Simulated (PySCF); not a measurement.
## Cr (chromium, neutral) across methods

[Ar] 3d6, high-spin 5D determinant (an excited configuration). All numbers are calculated (PySCF 2.14, scalar relativity by spin-free X2C-1e, in x2c-TZVPPall with one added diffuse shell each of s, p, d, f type (7s6p5d3f1g, 80 functions)).

| method | E (hartree) | mean ε 3p β (eV) | mean ε 3d α (eV) | mean ε 3d β (eV) | Σ⟨r²⟩ (bohr²) | ⟨S²⟩ |
| --- | --- | --- | --- | --- | --- | --- |
| PBE0 | -1050.397 | -44.662 | -5.131 | -1.020 | 56.68 | 6.369 |
| revPBE | -1050.535 | -41.585 | -2.945 | -0.631 | 51.19 | 6.206 |
| PBE | -1050.394 | -41.530 | -2.884 | -0.577 | 49.72 | 6.180 |
| LDA | -1048.309 | -41.473 | -2.904 | -0.501 | 47.25 | 6.144 |

Q: Estimate the same row for r2SCAN.

A: E (hartree) = -1050.576; mean ε 3p β (eV) = -42.559; mean ε 3d α (eV) = -3.508; mean ε 3d β (eV) = -0.603; Σ⟨r²⟩ (bohr²) = 55.33; ⟨S²⟩ = 6.318.

⟨S²⟩ = 6.32 against 6.00 shows spin contamination.
